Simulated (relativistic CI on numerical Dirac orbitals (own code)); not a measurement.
**Radial parameters of Gd XX**

Computed by Dirac-Coulomb-Breit CI, KLI orbitals optimised for each configuration, model QED, unscaled Slater integrals (own radial code, finite nucleus).

Slater integrals F^k, G^k are unscaled and averaged over j, outside the closed core [Ar] 3d10; ζ comes from projecting the Hamiltonian with its Breit term on Σ l·s of the shell.

- 4s²4p⁶4d⁹: ζ(4d) = 21810 cm⁻¹; <r>(4d) = 0.5775, <r^2>(4d) = 0.3818 (bohr units).
- 4s²4p⁵4d¹⁰: ζ(4p) = 190870 cm⁻¹; <r>(4p) = 0.5543, <r^2>(4p) = 0.3477 (bohr units).
- 4s²4p⁶4d⁸4f: F^2(4d,4d) = 175120, F^4(4d,4d) = 118520, ζ(4d) = 21832, F^2(4d,4f) = 170990, F^4(4d,4f) = 111760, G^1(4d,4f) = 191820, G^3(4d,4f) = 126950, G^5(4d,4f) = 91734, ζ(4f) = 2726.3 cm⁻¹; <r>(4d) = 0.5776, <r^2>(4d) = 0.3818, <r>(4f) = 0.5861, <r^2>(4f) = 0.3964 (bohr units).

**Question.** Give the Racah parameters of the d shell in 4s²4p⁶4d⁸4f.

**Answer.** B = F²/49 − 5F⁴/441 = 2230 cm⁻¹ and C = 35F⁴/441 = 9407 cm⁻¹.

Averages of the first 10 configurations, taken without configuration mixing, which lowers the lowest level and can move excited configurations by several eV; other configurations of the list can lie among them:

```json
{"Configuration": "4s²4p⁶4d⁹", "Parity": "even", "States": "10", "Average energy above the lowest level (eV)": "4.2"}
{"Configuration": "4s²4p⁵4d¹⁰", "Parity": "odd", "States": "6", "Average energy above the lowest level (eV)": "153.7"}
{"Configuration": "4s²4p⁶4d⁸4f", "Parity": "odd", "States": "630", "Average energy above the lowest level (eV)": "154.7"}
{"Configuration": "4s4p⁶4d¹⁰", "Parity": "even", "States": "2", "Average energy above the lowest level (eV)": "256.5"}
{"Configuration": "4s²4p⁵4d⁹4f", "Parity": "even", "States": "840", "Average energy above the lowest level (eV)": "302.4"}
{"Configuration": "4s²4p⁶4d⁸5s", "Parity": "even", "States": "90", "Average energy above the lowest level (eV)": "198.6"}
{"Configuration": "4s²4p⁶4d⁸5p", "Parity": "odd", "States": "270", "Average energy above the lowest level (eV)": "236.1"}
{"Configuration": "4s4p⁶4d⁹4f", "Parity": "odd", "States": "280", "Average energy above the lowest level (eV)": "405.5"}
{"Configuration": "4s²4p⁶4d⁷4f5s", "Parity": "odd", "States": "3360", "Average energy above the lowest level (eV)": "349.8"}
{"Configuration": "4s²4p⁶4d⁸5d", "Parity": "even", "States": "450", "Average energy above the lowest level (eV)": "290.0"}
```
